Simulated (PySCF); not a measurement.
AlAsFH₃O, SMILES [AsH2][Al]([OH])[F].

Geometry optimised at PBE0-D3(BJ)/def2-SVP. The structure was generated by enumeration; whether it is a known compound was not checked. One conformer was computed; it need not be the lowest.

Level of theory: PySCF with PBE0-D3(BJ)/def2-SVP.

Frequencies are harmonic and unscaled.

| mode | ν (cm⁻¹) | IR (km/mol) | moving atoms (share of kinetic energy) |
|---|---|---|---|
| 1 | 77 | 2.2 | H 88 % |
| 2 | 130 | 0.9 | F 32 %, O 28 %, Al 20 %, H 12 % |
| 3 | 193 | 25.6 | F 34 %, O 28 %, As 24 %, H 8 % |
| 4 | 210 | 20.6 | Al 56 %, H 16 %, F 15 %, O 11 % |
| 5 | 346 | 43.6 | Al 45 %, As 18 %, F 15 %, H 12 %, O 10 % |
| 6 | 362 | 169.5 | H 85 %, O 12 % |
| 7 | 521 | 4.1 | H 87 % |
| 8 | 552 | 136.4 | H 73 %, O 23 % |
| 9 | 586 | 4.3 | H 94 % |
| 10 | 815 | 161.0 | F 37 %, Al 36 %, O 20 % |
| 11 | 941 | 106.4 | Al 49 %, O 30 %, F 17 % |
| 12 | 991 | 18.2 | H 99 % |
| 13 | 2212 | 54.8 | H 99 % |
| 14 | 2228 | 70.4 | H 99 % |
| 15 | 3977 | 117.8 | H 94 % |
